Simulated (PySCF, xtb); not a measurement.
C3H10Si3, SMILES C1([SiH2][SiH2][SiH2]1)C=C.

GFN2-xTB run with xtb 6.7.1 at its own geometry gives an orbital gap of 3.52 eV and a dipole moment of 1.52 D.

Geometry optimised at B3LYP-D3(BJ)/def2-SVP. This is a generated structure with no PubChem entry under its InChIKey; it may be hypothetical. The values are those of a single conformer.

What does PBE/def2-TZVP run with PySCF give? (Estimate from the structure and the level; the computed values follow.)

gap 4.44 eV (levels -5.84 and -1.39 eV), dipole 0.32 D.
